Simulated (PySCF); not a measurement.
H$_{3}$BN, doublet, at a GFN2-xTB geometry; M06L/3-21G (PySCF).

PySCF was given this input:
```python
from pyscf import gto, scf, dft

mol = gto.Mole()
mol.atom = '''
    B    -0.655879    0.141966    0.016625
    N     0.605028   -0.194095   -0.019526
    H    -1.525687   -0.651800   -0.026503
    H    -1.005560    1.273977    0.095596
    H     1.575445    0.026662   -0.015533
'''
mol.basis = '3-21g'
mol.charge = 0
mol.spin = 1
mol.verbose = 4
mol.build()

mf = dft.UKS(mol)
mf.xc = 'm06l'
mf.grids.level = 4
mf.kernel()
mf.analyze()
```

It wrote (shortened):

```
PySCF version 2.14.0

[INPUT] verbose = 4
[INPUT] num. atoms = 5
[INPUT] num. electrons = 15
[INPUT] charge = 0
[INPUT] spin (= nelec alpha-beta = 2S) = 1
[INPUT] symmetry False subgroup None
[INPUT] Mole.unit = angstrom
[INPUT] Symbol           X                Y                Z      unit          X                Y                Z       unit  Magmom
[INPUT]  1 B     -0.655879000000   0.141966000000   0.016625000000 AA   -1.239431680854   0.268276859000   0.031416696821 Bohr   0.0
[INPUT]  2 N      0.605028000000  -0.194095000000  -0.019526000000 AA    1.143337217693  -0.366786392147  -0.036898792308 Bohr   0.0
[INPUT]  3 H     -1.525687000000  -0.651800000000  -0.026503000000 AA   -2.883130581809  -1.231723487992  -0.050083411479 Bohr   0.0
[INPUT]  4 H     -1.005560000000   1.273977000000   0.095596000000 AA   -1.900233001818   2.407467618995   0.180650258604 Bohr   0.0
[INPUT]  5 H      1.575445000000   0.026662000000  -0.015533000000 AA    2.977159574315   0.050383877933  -0.029353115893 Bohr   0.0

nuclear repulsion = 27.5807672826033
number of shells = 16
number of NR pGTOs = 39
number of NR cGTOs = 24
basis = 3-21g
ecp = {}

******** <class 'pyscf.dft.uks.UKS'> ********
method = UKS
initial guess = minao
damping factor = 0
level_shift factor = 0
DIIS = <class 'pyscf.scf.diis.CDIIS'>
diis_start_cycle = 1
diis_space = 8
diis_damp = 0
SCF conv_tol = 1e-09
SCF conv_tol_grad = None
SCF max_cycles = 50
direct_scf = True
direct_scf_tol = 1e-13
number electrons alpha = 8  beta = 7
XC library pyscf.dft.libxc version 7.1.2
    S. Lehtola, C. Steigemann, M. J. T. Oliveira, and M. A. L. Marques,  SoftwareX 7, 1–5 (2018)
XC functionals = m06l
    Y. Zhao and D. G. Truhlar,  J. Chem. Phys. 125, 194101 (2006)
    Y. Zhao and D. G. Truhlar,  J. Chem. Phys. 125, 194101 (2006)
    Y. Zhao and D. G. Truhlar,  Theor. Chem. Acc. 120, 215 (2008)
radial grids:
    Treutler-Ahlrichs [JCP 102, 346 (1995); DOI:10.1063/1.469408] (M4) radial grids

becke partition: Becke, JCP 88, 2547 (1988); DOI:10.1063/1.454033
pruning grids: <function nwchem_prune>
grids dens level: 4
symmetrized grids: False
atomic radii adjust function: <function treutler_atomic_radii_adjust>
small_rho_cutoff = 0
Set gradient conv threshold to 3.16228e-05
tot grids = 103104
init E= -80.8692140462726

cycle= 1 E= -80.8832948664297  delta_E= -0.0141  |g|= 0.158  |ddm|= 1.41
cycle= 2 E= -80.8898917767108  delta_E= -0.0066  |g|= 0.143  |ddm|= 0.293
cycle= 3 E= -80.8991087119767  delta_E= -0.00922  |g|= 0.0545  |ddm|= 0.169
cycle= 4 E= -80.9006683920877  delta_E= -0.00156  |g|= 0.0223  |ddm|= 0.0602
cycle= 5 E= -80.9009929373663  delta_E= -0.000325  |g|= 0.00367  |ddm|= 0.0251
cycle= 6 E= -80.9010102535933  delta_E= -1.73e-05  |g|= 0.00111  |ddm|= 0.00961
cycle= 7 E= -80.901011620513  delta_E= -1.37e-06  |g|= 0.00015  |ddm|= 0.00204
cycle= 8 E= -80.9010116602686  delta_E= -3.98e-08  |g|= 5.07e-05  |ddm|= 0.000399
cycle= 9 E= -80.9010116632616  delta_E= -2.99e-09  |g|= 2.3e-05  |ddm|= 0.000119
cycle= 10 E= -80.9010116637178  delta_E= -4.56e-10  |g|= 2.9e-06  |ddm|= 5.09e-05
Extra cycle  E= -80.9010116637143  delta_E= 3.5e-12  |g|= 4.63e-06  |ddm|= 9.04e-06
converged SCF energy = -80.9010116637143  <S^2> = 0.76073789  2S+1 = 2.0107092
**** SCF Summaries ****
Total Energy =                         -80.901011663714257
Nuclear Repulsion Energy =              27.580767282603254
One-electron Energy =                 -162.671919409519205
Two-electron Energy =                   54.190140463201686
Two-electron Coulomb Energy =           66.222816164073890
DFT Exchange-Correlation Energy =      -12.032675700872208
**** MO energy ****
                             alpha | beta                alpha | beta
MO #1   energy= -14.1226333494372  | -14.1061961726323  occ= 1 | 1
MO #2   energy= -6.58026662209199  | -6.581319532915    occ= 1 | 1
MO #3   energy= -0.838271976594916 | -0.782622749178493 occ= 1 | 1
MO #4   energy= -0.536271489229291 | -0.519502324041117 occ= 1 | 1
MO #5   energy= -0.405655420119138 | -0.385210262324675 occ= 1 | 1
MO #6   energy= -0.365951855236627 | -0.329056784326377 occ= 1 | 1
MO #7   energy= -0.288184042807249 | -0.263391858617604 occ= 1 | 1
MO #8   energy= -0.236764139222098 | -0.144477648875913 occ= 1 | 0
MO #9   energy= 0.0173077790962006 | 0.0186132774644805 occ= 0 | 0
MO #10  energy= 0.121204216518297  | 0.131393114951771  occ= 0 | 0
MO #11  energy= 0.203144090864207  | 0.20599878039494   occ= 0 | 0
MO #12  energy= 0.229243859138146  | 0.231491936073033  occ= 0 | 0
MO #13  energy= 0.290207071018803  | 0.308138776271304  occ= 0 | 0
MO #14  energy= 0.420758809459593  | 0.418280165392704  occ= 0 | 0
MO #15  energy= 0.493340079616459  | 0.48100721660863   occ= 0 | 0
MO #16  energy= 0.538575711075163  | 0.538904854932001  occ= 0 | 0

To work with the spin densities directly, `use mulliken_meta_spin()` only printing them here.

 ** Mulliken spin pop alpha/beta on meta-lowdin orthogonal AOs **
 ** Mulliken Spin Density (per AO)  **
spin_pop of  0 B 1s        0.00001
spin_pop of  0 B 2s       -0.02502
spin_pop of  0 B 3s        0.00042
spin_pop of  0 B 2px      -0.02273
spin_pop of  0 B 2py      -0.02293
spin_pop of  0 B 2pz      -0.06782
spin_pop of  0 B 3px       0.00076
spin_pop of  0 B 3py       0.00492
spin_pop of  0 B 3pz       0.00011
spin_pop of  1 N 1s       -0.00002
spin_pop of  1 N 2s        0.05616
spin_pop of  1 N 3s        0.00028
spin_pop of  1 N 2px       0.02316
spin_pop of  1 N 2py       0.75664
spin_pop of  1 N 2pz       0.07112
spin_pop of  1 N 3px      -0.00012
spin_pop of  1 N 3py       0.00307
spin_pop of  1 N 3pz      -0.00011
spin_pop of  2 H 1s        0.10480
spin_pop of  2 H 2s        0.00004
spin_pop of  3 H 1s        0.13910
spin_pop of  3 H 2s        0.00007
spin_pop of  4 H 1s       -0.02200
spin_pop of  4 H 2s        0.00009
 ** Mulliken Spin Density (per atom)  **
spin density of  0 B =     -0.13228
spin density of  1 N =      0.91018
spin density of  2 H =      0.10484
spin density of  3 H =      0.13917
spin density of  4 H =     -0.02191
 ** Mulliken pop alpha/beta on meta-lowdin orthogonal AOs **
 ** Mulliken pop       alpha | beta **
pop of  0 B 1s        0.99964 | 0.99964
pop of  0 B 2s        0.40204 | 0.42706
pop of  0 B 3s        0.00247 | 0.00206
pop of  0 B 2px       0.39485 | 0.41758
pop of  0 B 2py       0.45722 | 0.48015
pop of  0 B 2pz       0.21884 | 0.28665
pop of  0 B 3px       0.01065 | 0.00989
pop of  0 B 3py       0.00844 | 0.00353
pop of  0 B 3pz       0.00016 | 0.00005
pop of  1 N 1s        0.99980 | 0.99982
pop of  1 N 2s        0.68117 | 0.62502
pop of  1 N 3s        0.00051 | 0.00023
pop of  1 N 2px       0.65332 | 0.63016
pop of  1 N 2py       0.92209 | 0.16545
pop of  1 N 2pz       0.78170 | 0.71058
pop of  1 N 3px       0.00058 | 0.00071
pop of  1 N 3py       0.00314 | 0.00007
pop of  1 N 3pz       0.00104 | 0.00114
pop of  2 H 1s        0.54018 | 0.43538
pop of  2 H 2s        0.00256 | 0.00252
pop of  3 H 1s        0.55438 | 0.41528
pop of  3 H 2s        0.00241 | 0.00234
pop of  4 H 1s        0.35399 | 0.37599
pop of  4 H 2s        0.00881 | 0.00872
In total             8.00000 | 7.00000
 ** Mulliken atomic charges   ( Nelec_alpha | Nelec_beta ) **
charge of  0B =     -0.12091  (     2.49431      2.62660 )
charge of  1N =     -0.17653  (     4.04335      3.13318 )
charge of  2H =      0.01935  (     0.54275      0.43790 )
charge of  3H =      0.02559  (     0.55679      0.41762 )
charge of  4H =      0.25250  (     0.36280      0.38470 )
Dipole moment(X, Y, Z, Debye):  1.80771,  0.29042, -0.00059
```
